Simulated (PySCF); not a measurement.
C₅H₉NO, singlet, at a GFN2-xTB geometry; B3LYP/STO-3G (PySCF).

Input for PySCF:
```python
from pyscf import gto, scf, dft

mol = gto.Mole()
mol.atom = '''
    C     2.10718030   -0.10566990    0.05077275
    N     0.69270521    0.08905907   -0.09332066
    C     0.14997135    0.98033666   -1.08972839
    C    -1.32752946    1.09849129   -0.69883366
    C    -1.60250964   -0.19679329    0.06324944
    C    -0.23541035   -0.62430679    0.57963264
    O    -0.00257823   -1.45674522    1.42691988
    H     2.59806457    0.83177957    0.32361649
    H     2.54565104   -0.47833752   -0.87929269
    H     2.25899065   -0.83912003    0.84118692
    H     0.27013507    0.54960589   -2.09371243
    H     0.67024368    1.94223616   -1.06616009
    H    -1.46840915    1.95525366   -0.03929380
    H    -1.97158737    1.22354647   -1.56688659
    H    -2.30886961   -0.08111558    0.88246881
    H    -1.97274293   -0.98564829   -0.59459778
'''
mol.basis = 'sto-3g'
mol.verbose = 5
mol.build()

mf = dft.RKS(mol)
mf.xc = 'b3lyp'
mf.kernel()
```

### Question
Predict the main parts of the log of this PySCF run.

### Answer

```
PySCF version 2.14.0

[INPUT] verbose = 5
[INPUT] max_memory = 4000
[INPUT] num. atoms = 16
[INPUT] num. electrons = 54
[INPUT] charge = 0
[INPUT] spin (= nelec alpha-beta = 2S) = 0
[INPUT] symmetry False subgroup None
[INPUT] Mole.unit = angstrom
[INPUT] Symbol           X                Y                Z      unit          X                Y                Z       unit  Magmom
[...]
[INPUT] ---------------- BASIS SET ----------------
[INPUT] l, kappa, [nprim/nctr], expnt,             c_1 c_2 ...
[INPUT] O
[...]
                                23.808861         0.53532814
                                6.4436083         0.44463454
[...]
                                1.1695961         0.39951283
                                0.380389          0.70011547
[...]
                                1.1695961         0.60768372
                                0.380389          0.39195739
[INPUT] N
[...]
                                18.052312         0.53532814
                                4.8856602         0.44463454
[...]
                                0.8784966         0.39951283
                                0.2857144         0.70011547
[...]
                                0.8784966         0.60768372
                                0.2857144         0.39195739
[INPUT] C
[...]
                                13.045096         0.53532814
                                3.5305122         0.44463454
[...]
                                0.6834831         0.39951283
                                0.2222899         0.70011547
[...]
                                0.6834831         0.60768372
                                0.2222899         0.39195739
[INPUT] H
[...]
                                0.62391373        0.53532814
                                0.1688554         0.44463454

nuclear repulsion = 317.328638463402
number of shells = 30
number of NR pGTOs = 132
number of NR cGTOs = 44
basis = sto-3g
ecp = {}

******** <class 'pyscf.dft.rks.RKS'> ********
method = RKS
initial guess = minao
damping factor = 0
level_shift factor = 0
DIIS = <class 'pyscf.scf.diis.CDIIS'>
diis_start_cycle = 1
diis_space = 8
diis_damp = 0
SCF conv_tol = 1e-09
SCF conv_tol_grad = None
SCF max_cycles = 50
direct_scf = True
direct_scf_tol = 1e-13
XC library pyscf.dft.libxc version 7.1.2
    S. Lehtola, C. Steigemann, M. J. T. Oliveira, and M. A. L. Marques,  SoftwareX 7, 1–5 (2018)
XC functionals = b3lyp
    P. J. Stephens, F. J. Devlin, C. F. Chabalowski, and M. J. Frisch,  J. Phys. Chem. 98, 11623 (1994)
radial grids:
    Treutler-Ahlrichs [JCP 102, 346 (1995); DOI:10.1063/1.469408] (M4) radial grids

becke partition: Becke, JCP 88, 2547 (1988); DOI:10.1063/1.454033
pruning grids: <function nwchem_prune>
grids dens level: 3
symmetrized grids: False
atomic radii adjust function: <function treutler_atomic_radii_adjust>
small_rho_cutoff = 0
Set gradient conv threshold to 3.16228e-05
Initial guess from minao.
atom C rad-grids = 75, ang-grids = [ 50  50  50  50  50  50  50  50  50  50  50  50  50  50  50  50  50  50
  50  50  50  50  86  86  86  86  86  86  86  86  86  86 266 266 266 266
 266 266 302 302 302 302 302 302 302 302 302 302 302 302 302 302 302 302
 302 302 302 302 266 266 266 266 266 266 266 266 266 266 266 266 266 266
 266 266 266]
atom N rad-grids = 75, ang-grids = [ 50  50  50  50  50  50  50  50  50  50  50  50  50  50  50  50  50  50
  50  50  50  50  50  86  86  86  86  86  86  86  86  86  86 266 266 266
 266 266 266 266 302 302 302 302 302 302 302 302 302 302 302 302 302 302
 302 302 302 302 302 302 266 266 266 266 266 266 266 266 266 266 266 266
 266 266 266]
atom O rad-grids = 75, ang-grids = [ 50  50  50  50  50  50  50  50  50  50  50  50  50  50  50  50  50  50
  50  50  50  50  50  86  86  86  86  86  86  86  86  86 266 266 266 266
 266 266 266 302 302 302 302 302 302 302 302 302 302 302 302 302 302 302
 302 302 302 302 302 266 266 266 266 266 266 266 266 266 266 266 266 266
 266 266 266]
atom H rad-grids = 50, ang-grids = [ 50  50  50  50  50  50  50  50  50  50  50  50  50  50  50  86  86  86
  86 266 266 266 266 266 302 302 302 302 302 302 302 302 302 302 302 302
 302 266 266 266 266 266 266 266 266 266 266 266 266 266]
tot_boxes 3570, boxes in each direction [15 12 13]
Padding 2 grids
tot grids = 186848
nelec by numeric integration = 53.63611229393943
E1 = -1061.7687260477992  E2 = 421.4764717481455  Ecoul = 467.68453323030354  Exc = -46.208061482158044
init E= -322.963615836252
cond(S) = 13.087088552198747
[...]
  mo_energy =
[-1.91680366e+01 -1.42933841e+01 -1.00856655e+01 -1.00832986e+01
 -1.00805857e+01 -1.00789954e+01 -1.00533347e+01 -1.20379450e+00
 -1.07468146e+00 -9.16803402e-01 -7.98212124e-01 -7.74912759e-01
 -6.68341287e-01 -5.87327691e-01 -5.41194818e-01 -5.40485388e-01
 -5.00597404e-01 -4.66985319e-01 -4.50596462e-01 -4.34134184e-01
 -4.18258109e-01 -4.11871375e-01 -3.95674399e-01 -3.66474600e-01
 -3.60046478e-01 -3.03327452e-01 -2.49067846e-01  1.77259192e-02
  2.12479074e-01  2.38552792e-01  2.60298083e-01  2.71833372e-01
  3.07183545e-01  3.35388888e-01  3.56454234e-01  3.64633394e-01
  3.71709989e-01  3.83755581e-01  3.96312127e-01  4.01231485e-01
  4.29537876e-01  4.60066593e-01  4.94741267e-01  6.27642897e-01]
nelec by numeric integration = 54.00000977627098
E1 = -1066.8609726092413  E2 = 427.89806554919437  Ecoul = 474.20741624506564  Exc = -46.30935069587126
cycle= 1 E= -321.634268596645  delta_E= 1.33  |g|= 0.665  |ddm|= 5.19
[...]
  mo_energy =
[-18.33818089 -14.20707758 -10.28673081 -10.13300427 -10.08108003
 -10.0346204  -10.02825273  -0.98999559  -0.82451631  -0.79631618
  -0.69958157  -0.69210579  -0.6090584   -0.52841912  -0.50865877
  -0.48074735  -0.43652711  -0.41788753  -0.40920147  -0.39687742
  -0.36527593  -0.35912277  -0.34920631  -0.2888113   -0.093505
  -0.06711702   0.07401022   0.26442898   0.2799029    0.30239533
   0.32768385   0.33551089   0.38970026   0.41355411   0.41625547
[...]
cycle= 3 E= -321.791238233495  delta_E= -0.875  |g|= 0.144  |ddm|= 2.08
[...]
  mo_energy =
[-18.80398116 -14.18652947 -10.07393117 -10.06565006 -10.05823017
 -10.03168726 -10.01730976  -0.97399876  -0.89654407  -0.76704746
  -0.67684776  -0.66500074  -0.57602107  -0.49898219  -0.4732819
  -0.45054296  -0.41320251  -0.39343875  -0.38327035  -0.36394655
  -0.34339616  -0.33443019  -0.32092306  -0.27233231  -0.27135421
  -0.14082493  -0.11276856   0.15774808   0.31156846   0.33924118
   0.35724852   0.36014895   0.41549587   0.43020283   0.43951441
   0.46018243   0.46246351   0.48646077   0.49026954   0.50508343
   0.52233123   0.55020748   0.60340196   0.76345016]
nelec by numeric integration = 54.00000918930657
E1 = -1066.5626138386078  E2 = 427.4385087498566  Ecoul = 473.54504147365054  Exc = -46.106532723793904
cycle= 4 E= -321.795466625349  delta_E= -0.00423  |g|= 0.078  |ddm|= 0.209
[...]
  mo_energy =
[-18.82732748 -14.16361376 -10.08347379 -10.06341251 -10.05634384
 -10.02949501 -10.01716769  -0.97924501  -0.89439126  -0.76435141
  -0.67564897  -0.66184226  -0.57439174  -0.49549637  -0.47082128
  -0.44730005  -0.41049918  -0.39401102  -0.38240279  -0.36216344
  -0.34104797  -0.33396269  -0.31951657  -0.28292407  -0.27494808
  -0.1396668   -0.12303238   0.15343794   0.31618496   0.34368425
   0.35879586   0.36215831   0.41725292   0.43174082   0.44200231
   0.46189572   0.46429422   0.48667387   0.49076804   0.50688502
   0.5251815    0.55145263   0.60641486   0.75770518]
nelec by numeric integration = 54.000009226541096
E1 = -1066.4359438043016  E2 = 427.3100938657035  Ecoul = 473.4175099279614  Exc = -46.10741606225793
cycle= 5 E= -321.797211475196  delta_E= -0.00174  |g|= 0.0116  |ddm|= 0.0982
[...]
  mo_energy =
[-18.82798273 -14.16481346 -10.08103172 -10.06279554 -10.05689077
 -10.02675602 -10.01187525  -0.97869162  -0.89409124  -0.76313073
  -0.67459544  -0.66147298  -0.57341692  -0.49500821  -0.47009205
  -0.44699195  -0.41025088  -0.39323013  -0.38170169  -0.3614573
  -0.3401995   -0.33322043  -0.31820897  -0.28270274  -0.27420793
  -0.13989401  -0.12276036   0.15426537   0.31693053   0.34432526
   0.35971536   0.36330693   0.4179456    0.43251344   0.44202969
   0.46207425   0.46485252   0.4880667    0.49177565   0.50793129
   0.5261966    0.55277245   0.607005     0.7587998 ]
nelec by numeric integration = 54.00000923463169
E1 = -1066.405790475686  E2 = 427.2799080557494  Ecoul = 473.38755626646343  Exc = -46.10764821071405
cycle= 6 E= -321.797243956535  delta_E= -3.25e-05  |g|= 0.00415  |ddm|= 0.0134
[...]
  mo_energy =
[-18.82871392 -14.1638782  -10.08043066 -10.06246981 -10.0564316
 -10.02706736 -10.01280798  -0.97870081  -0.89381205  -0.76308229
  -0.67451158  -0.66126678  -0.57336632  -0.49480763  -0.46999431
  -0.44681217  -0.41014067  -0.3932294   -0.38168668  -0.36130978
  -0.34011968  -0.3331862   -0.31825644  -0.28301521  -0.27424265
  -0.13968752  -0.1230597    0.15433722   0.31712637   0.34459056
   0.35971323   0.36337912   0.41803395   0.4325383    0.44216978
   0.46219833   0.46493937   0.48803215   0.49176363   0.50792186
   0.52628355   0.55270359   0.6073704    0.75888201]
nelec by numeric integration = 54.00000923675137
E1 = -1066.4000709026384  E2 = 427.2741835983508  Ecoul = 473.38211959339486  Exc = -46.10793599504403
cycle= 7 E= -321.797248840886  delta_E= -4.88e-06  |g|= 0.000499  |ddm|= 0.00512
[...]
  mo_energy =
[-18.82906706 -14.16398914 -10.08071564 -10.06257674 -10.05657685
 -10.02710675 -10.01272295  -0.9789024   -0.89393376  -0.76311182
  -0.67455265  -0.66131034  -0.57338865  -0.4948561   -0.47001666
  -0.44685129  -0.41015694  -0.39328569  -0.38169644  -0.36137925
  -0.34015822  -0.33321923  -0.3182692   -0.28322166  -0.27433953
  -0.13981543  -0.12325999   0.15415673   0.31708212   0.34452162
   0.35971829   0.36332895   0.41800712   0.43250676   0.44215532
   0.46217256   0.46492222   0.4879999    0.49174645   0.50791555
   0.52624608   0.55270368   0.60723953   0.75868323]
nelec by numeric integration = 54.00000923734616
E1 = -1066.4018888229873  E2 = 427.27600142262236  Ecoul = 473.38406076433614  Exc = -46.10805934171377
cycle= 8 E= -321.797248936963  delta_E= -9.61e-08  |g|= 4.46e-05  |ddm|= 0.00092
[...]
  mo_energy =
[-18.82906675 -14.16399142 -10.08072509 -10.06256468 -10.05656407
 -10.0270818  -10.01273445  -0.97890297  -0.89393221  -0.76310816
  -0.67455179  -0.66130674  -0.57338715  -0.49485381  -0.47001425
  -0.4468483   -0.41015305  -0.3932837   -0.38169522  -0.3613783
  -0.34015458  -0.33321669  -0.31826485  -0.28322224  -0.27434058
  -0.139815    -0.12326045   0.15415406   0.31708563   0.34452617
   0.35972138   0.36333267   0.41800871   0.43251142   0.44216007
   0.46217718   0.46492467   0.488        0.4917474    0.50791831
   0.52625004   0.55270639   0.60723851   0.75868029]
nelec by numeric integration = 54.00000923730921
E1 = -1066.4017967231312  E2 = 427.27590932228804  Ecoul = 473.38396117706964  Exc = -46.10805185478162
cycle= 9 E= -321.797248937441  delta_E= -4.78e-10  |g|= 1.73e-05  |ddm|= 6.13e-05
[...]
  mo_energy =
[-18.82904868 -14.16399167 -10.08072371 -10.06257123 -10.05656794
 -10.02709641 -10.01273102  -0.97889664  -0.89393126  -0.7631111
  -0.67455358  -0.66130862  -0.57338952  -0.49485521  -0.47001698
  -0.44685015  -0.41015471  -0.39328399  -0.3816968   -0.36137869
  -0.34015698  -0.33321903  -0.31826883  -0.28321406  -0.2743385
  -0.13981198  -0.12325156   0.15415863   0.31708274   0.34452367
   0.35971759   0.36332998   0.4180068    0.43250986   0.44215854
   0.4621759    0.46492275   0.48799883   0.49174608   0.50791529
   0.52624667   0.55270274   0.60723939   0.75868495]
nelec by numeric integration = 54.00000923727108
E1 = -1066.4018751669478  E2 = 427.27598776628594  Ecoul = 473.38403504734873  Exc = -46.108047281062795
Extra cycle  E= -321.79724893726  delta_E= 1.81e-10  |g|= 3.09e-05  |ddm|= 6.33e-05
converged SCF energy = -321.79724893726
```
